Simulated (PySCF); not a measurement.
OZn, SMILES [Zn]=[O].

The structure is a stationary point at PBE0-D3(BJ)/def2-TZVPD.

The numbers are results of CAM-B3LYP/def2-TZVPD (PySCF), not measurements.

Isolated molecule, no solvent.

The total energy is -1854.62403 hartree and the point group is C∞v. The highest occupied level comes out as -8.62 eV and the lowest empty level is -3.39 eV. The orbital gap is 5.23 eV. The dipole moment is 6.09 D. The quadrupole, principal values (traceless, Buckingham form, about the centre of nuclear charge) is -2.33, 1.16, 1.16 D·Å and the mean static polarisability is 37.9 bohr³ (5.61 Å³). The polarisability, principal values is 31.3, 31.3, 51.1 bohr³.
